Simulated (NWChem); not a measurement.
# Atomisation of H₆ClNOSi₂

```xyz
11

N     -1.5552     1.0782    -0.6921
Si    -0.3325     0.1889     0.1623
O     -0.6478     0.2349     1.8061
Si     1.9139     0.8364    -0.0402
Cl    -0.4887    -1.7485    -0.6351
H     -1.6090     2.0947    -0.5827
H     -1.7995     0.7951    -1.6441
H     -1.5902     0.0964     2.0214
H      2.1042     2.2590     0.4202
H      2.3109     0.7577    -1.4906
H      2.8207    -0.0593     0.7585
```
Charge 0, spin multiplicity 1.

All runs are NWChem calculations. Structure: optimised with PBE/def2-SVP, with no frequency check, so it may be a saddle point. It is one conformer; others weren't searched.

Basis set: def2-SVP. The atomisation energy is electronic alone: no zero-point, thermal, spin-orbit or counterpoise terms. No value is extrapolated to the basis-set limit. Free atoms are single determinants with multiplicities N 4, Si 3, O 3, Cl 2, H 2.

The structure started from a generated list of species. No SCF solution was tested for a lower state. Open-shell Hartree-Fock references start from PBE0 orbitals.

One of these methods gave an atomisation energy of 879.7 kcal/mol. Which?
A) HF
B) PBE
C) BLYP
D) TPSS

B, PBE. The others give 620.8 (HF), 860.2 (BLYP), 878.0 (TPSS).
